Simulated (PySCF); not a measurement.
**From a computed spectrum to the compound**

A species of 13 atoms with charge 3 has these harmonic modes (PBE, small Gaussian bases with core potentials, PySCF 2.14.0):

```tsv
cm⁻¹	km/mol	symmetry
9	4.0	
22	4.1	
34	2.7	
55	3.5	
58	0.0	
93	3.6	
96	3.6	
158	0.0	
177	0.7	
366	0.0	
370	9.9	
370	10.0	
373	13.0	
568	0.0	
569	1.8	
570	1.1	
586	26.2	
604	0.1	
610	554.2	
611	553.2	
620	502.2	
1619	166.1	
1619	143.7	
1619	143.6	
1622	0.0	
3488	618.5	
3489	705.5	
3489	587.9	
3508	3.0	
3532	30.1	
3533	473.9	
3534	514.0	
3535	391.4
```

Question: Which species is it, and in which structure?

Answer: [Nd(H2O)4]3+ (singlet in the valence; each metal's 4f electrons, 3 of them, lie in its core potential, out of spins and levels):
```xyz
13

Nd    0.0000    0.0000    0.0000
O     1.4114    1.3692    1.3039
H     2.2201    1.1064    1.8186
H     1.3491    2.3481    1.4653
O    -1.4112   -1.3041    1.3692
H    -1.3495   -1.4650    2.3480
H    -2.2202   -1.8186    1.1064
O     1.4114   -1.3692   -1.3039
H     1.3491   -2.3481   -1.4653
H     2.2201   -1.1064   -1.8186
O    -1.4112    1.3041   -1.3692
H    -2.2202    1.8186   -1.1064
H    -1.3495    1.4650   -2.3480
```
Ideal gas at 298.15 K and 1 bar: S = 508.2 J/(mol K), Cp = 168.4 J/(mol K), H − H(0 K) = 35.5 kJ/mol (rigid rotor, harmonic modes, spin degeneracy alone, that of the 4f electrons in the core included; the modes under 60 cm⁻¹ make these uncertain). An lcecp potential fixes the number of 4f electrons, so in runs with it no electron can move into or out of that shell.
 Other answers can fit too; this one was computed.
